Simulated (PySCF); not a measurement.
C₅H₈Si.
Structure used (PBE0-D3(BJ)/def2-SVP), in Å, numbered top down from 1:
```xyz
14
C5H8Si angstrom
C      2.9258   -0.5224    0.0806
C      1.7631   -0.2013   -0.0393
C      0.3609    0.1727   -0.1503
C     -0.2057    1.0696    0.9954
Si    -1.8734    0.2135    0.7064
C     -0.6683   -1.0005   -0.1142
H      3.9561   -0.8083    0.1802
H      0.2273    0.7134   -1.1043
H     -0.0550    2.1506    0.8743
H      0.2223    0.7604    1.9625
H     -2.7666    0.9303   -0.2551
H     -2.6809   -0.2373    1.8804
H     -0.3438   -1.7637    0.6113
H     -0.8687   -1.4923   -1.0753
```

Computed, not measured: TDDFT PBE0/def2-SVPD, vertical, gas phase, core orbitals frozen in the response in PySCF.

Q: What does the calculation give for the low-lying excited states?

A: 

| state | E (eV) | E (hartree) | f | symmetry | main configurations (H = HOMO, L = LUMO) |
| --- | --- | --- | --- | --- | --- |
| S1 | 6.17 | 0.2269 | 0.0003 | – | H→L (79%), H→L+5 (14%) |
| S2 | 6.48 | 0.2380 | 0.040 | A′ | H-1→L (56%), H→L+1 (18%), H→L+3 (15%) |
| S3 | 6.57 | 0.2413 | 0.0012 | – | H-1→L+1 (47%), H-1→L+3 (41%) |
| S4 | 7.10 | 0.2609 | 0.094 | A′ | H→L+1 (71%), H-1→L (11%), H→L+2 (8%) |
| S5 | 7.19 | 0.2644 | 0.021 | A″ | H-1→L+1 (37%), H-1→L+3 (20%), H-1→L+2 (17%) |
| S6 | 7.31 | 0.2685 | 0.0014 | – | H-3→L (37%), H→L+5 (30%), H-1→L+3 (14%) |
| S7 | 7.38 | 0.2713 | 0.170 | A′ | H-1→L (24%), H-1→L+5 (23%), H→L+2 (18%) |
| S8 | 7.58 | 0.2785 | 0.012 | A′ | H-2→L (80%) |
| S9 | 7.69 | 0.2826 | 0.046 | A′ | H→L+2 (50%), H→L+3 (13%), H→L+4 (12%) |
| S10 | 7.71 | 0.2834 | 0.0055 | A″ | H-1→L+2 (49%), H-2→L+1 (17%), H-1→L+4 (12%) |

Triplets, Tamm–Dancoff:

```tsv
state	E (eV)	λ (nm)	main configurations (H = HOMO, L = LUMO)
T1	5.15	240.9	H-1→L (32%), H-1→L+5 (27%), H→L+3 (20%)
T2	5.63	220.2	H→L (42%), H→L+5 (21%), H-1→L+3 (18%)
T3	5.66	219.0	H→L+3 (34%), H-1→L (23%), H→L+1 (18%)
T4	6.28	197.4	H→L (35%), H-1→L+3 (31%), H-1→L+1 (23%)
```

The lowest singlet lies at 6.17 eV (201 nm, ultraviolet) and is dark (f under 0.0005); its leading configuration is HOMO→LUMO (79%). The strongest level in the table is S7 at 7.38 eV (168 nm, f = 0.170). Löwdin shares by element: HOMO carbon 80% or more (atoms not listed hold the other 20%); LUMO silicon 30%, carbon 19% or more, hydrogen 11% or more (atoms not listed hold the other 41%). The oscillator strengths of these states sum to 0.391; summed over the whole spectrum of an exact calculation they would give the number of electrons, 52 (Thomas–Reiche–Kuhn). Weighted by f, the mean energy of these states is 7.25 eV. Orbital energies (eV): HOMO-3 -8.80, HOMO-2 -8.59, HOMO-1 -7.59, HOMO -7.55, LUMO 0.05, LUMO+1 0.50, LUMO+2 1.03. All these states lie below the vertical ionisation energy of 9.49 eV (ΔSCF). Symmetry labels in Cs follow from the direction of the transition dipole and are given only for states with f of 0.002 or more. The window holds the lowest 10 singlets.

The run took 91 s wall on one thread of an Arm Neoverse V2, no GPU, on a shared host, and the process peaked at 0.88 GiB of memory.

One conformer stands for the species.
